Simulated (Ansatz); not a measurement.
The first iterations of a band of CH5Ga + ClH (9 atoms, charge 0, multiplicity 1).

All numbers below come from RKS B3LYP-D4/def2-SVP in Ansatz.

```yaml
movable_images: 7
climbing_image: yes
spring: 5.0 eV/Å²
optimiser: quadratic models (default)
start_path: through a guess of the saddle point
force_threshold: 0.03 eV/Å
iteration_limit: 60
end_points: relaxed
```

Initial state:

```xyz
9
Properties=species:S:1:pos:R:3
Ga -0.046 0.251 0.069
H -0.118 0.564 1.622
H 1.352 0.367 -0.653
C -1.725 0.045 -0.965
H -2.497 -0.483 -0.383
H -2.123 1.045 -1.214
H -1.561 -0.493 -1.912
Cl 0.223 -2.534 0.789
H 0.184 -2.156 2.025
```

Final state:

```xyz
9
Properties=species:S:1:pos:R:3
Ga 0.144 -0.598 -0.454
H -0.317 0.229 2.115
H 1.466 0.240 -0.446
C -1.690 -0.078 -0.930
H -2.418 -0.709 -0.398
H -1.880 0.982 -0.700
H -1.836 -0.225 -2.014
Cl 0.425 -2.713 0.027
H -0.205 -0.522 2.179
```

| iteration | highest image above the first end (eV) | largest band force component (eV/Å) |
| --- | --- | --- |
| 1 | 0.964 | 2.714 |
| 2 | 0.308 | 1.045 |
| 3 | 0.178 | 0.863 |

Problem. Does the band converge within its limit, and where does its top end?

Solution. The run converged. It ended after 10 iterations with the highest image 0.208 eV above the first end. A vibrational analysis at the climbing image gives one clearly imaginary mode, 769i cm⁻¹: a first-order saddle point. The orbitals stay closed-shell, which can raise the energy where a bond breaks towards radicals; this wasn't checked here.

Run time: 3.4 min on 2 threads of Intel(R) Xeon(R) Platinum 8259CL CPU @ 2.50GHz (Skylake/Cascade Lake) (shared host), peak memory 0.25 GiB.
